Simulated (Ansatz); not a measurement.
Geometry optimisation, Ansatz 0.2.0, RKS PBE0/6-31G*.

Input file:

```yaml
crystal:
  periodic: [false, false, false]
  atoms:
    - { symbol: B, position_ang: [-0.561694, 1.009797, -0.575276] }
    - { symbol: "N", position_ang: [0.66642, -1.22743, 0.699358] }
    - { symbol: Cl, position_ang: [-1.390873, 0.091576, -1.808119] }
    - { symbol: Cl, position_ang: [-1.41404, 1.58413, 0.836956] }
    - { symbol: H, position_ang: [1.363773, -0.581433, 0.349598] }
    - { symbol: Cl, position_ang: [1.086307, 1.693011, -0.946261] }
    - { symbol: H, position_ang: [0.138215, -1.699289, -0.017154] }
    - { symbol: H, position_ang: [0.111892, -0.87026, 1.460899] }
basis:
  gaussian: { orbitals: "6-31G*" }
hamiltonian:
  xc: pbe0
relax:
  f_tol: 0.03
  max_steps: 50
output:
  orbitals: {}
```

Run as:

```bash
$ ansatz run input.yaml --threads 2 --pin off --max-ram 3072MiB --backend cpu --events-out ev --progress --plain --runs-dir out
```

Task: Where does it end, and by what steps?

Result: The forces met the threshold. After 8 steps the energy has fallen by 0.114 eV; H5 moved furthest, 0.29 Å.

| step | energy less start (eV) | largest force component (eV/Å) | accepted |
| --- | --- | --- | --- |
| 0 | 0.0000 | 1.114 | yes |
| 1 | -0.0096 | 0.981 | yes |
| 2 | 0.0558 | 0.950 | no |
| 3 | -0.0647 | 0.490 | yes |
| 4 | -0.0797 | 0.320 | yes |
| 5 | -0.1044 | 0.225 | yes |
| 6 | -0.1104 | 0.188 | yes |
| 7 | -0.1137 | 0.070 | yes |
| 8 | -0.1140 | 0.003 | yes |

```xyz
8
Properties=species:S:1:pos:R:3
B -0.631 1.218 -0.694
N 0.753 -1.453 0.827
Cl -1.427 0.181 -1.849
Cl -1.448 1.668 0.781
H 1.464 -0.815 0.485
Cl 0.949 1.865 -1.046
H 0.184 -1.732 0.034
H 0.156 -0.933 1.463
```

Time of the run: 9.4 s on 2 threads of AMD EPYC 9R45 96-Core Processor (Zen 5) (shared host), peak memory 0.21 GiB.
